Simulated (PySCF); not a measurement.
Excitations are Tamm–Dancoff values on a coarser integration grid. The basis has no diffuse functions, so Rydberg states are missing or too high.

Species: CBr$_{4}$, SMILES `BrC(Br)(Br)Br` (charge 0, multiplicity 1).

Task: What HOMO–LUMO gap, LUMO and S1–T1 gap (TDA) does ωB97X-D3(BJ)/def2-TZVP run with PySCF 2.14.0 give?

Result: 
```
Item               Result
---------------  --------
HOMO–LUMO gap    10.44 eV
LUMO             -0.20 eV
S1–T1 gap (TDA)   0.56 eV
```
